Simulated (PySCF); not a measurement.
Species: C5H6N2Si.
Structure used (GFN2-xTB), in Å, numbered top down from 1:
```
atom  x, y, z in Å
N1    -2.863    2.480    0.468
C2    -2.470    1.423    0.270
Si3   -1.838   -0.312   -0.044
N4    -0.096   -0.267   -0.051
C5     0.720   -0.310    1.054
C6     2.017   -0.210    0.662
C7     2.015   -0.096   -0.751
C8     0.717   -0.132   -1.150
H9    -2.271   -1.146    1.074
H10   -2.284   -0.720   -1.373
H11    0.300   -0.413    2.035
H12    2.881   -0.220    1.297
H13    2.877   -0.002   -1.381
H14    0.295   -0.075   -2.134
```

The calculation used TDDFT PBE0/def2-SVPD, vertical, gas phase, core orbitals frozen in the response (PySCF).

Lowest singlets, with some entries withheld (?).

| state | E (eV) | f | main configurations (H = HOMO, L = LUMO) |
| --- | --- | --- | --- |
| S1 | 4.62 | 0.0005 | H→L (99%) |
| S2 | 5.15 | 0.013 | H→L+1 (98%) |
| S3 | 5.56 | 0.017 | H-1→L (98%) |
| S4 | ? | 0.015 | H→L+2 (86%), H→L+4 (11%) |
| S5 | ? | 0.0007 | H-1→L+1 (96%) |
| S6 | ? | 0.0000 | H→L+3 (96%) |

(1) Fill in the withheld entries.

(2) Where do the lowest triplets lie (Tamm–Dancoff)?

(3) What is the mean static polarisability from the same response equations?

(4) How far apart are S1 and S4, in eV and cm⁻¹?

Answers

(1) 
- S4: E = 5.84 eV
- S5: E = 6.06 eV
- S6: E = 6.18 eV

(2) T1 4.08 eV, H→L+2 (61%), H→L (18%), H→L+4 (12%); T2 4.67 eV, H→L (81%), H→L+2 (14%). E(S1) − E(T1) = +0.54 eV.

(3) 89.2 au (13.21 Å³), with principal values 74.4, 83.7 and 109.4 au.

(4) 5.841 − 4.618 = 1.223 eV, or about 9860 cm⁻¹.

One conformer stands for the species.
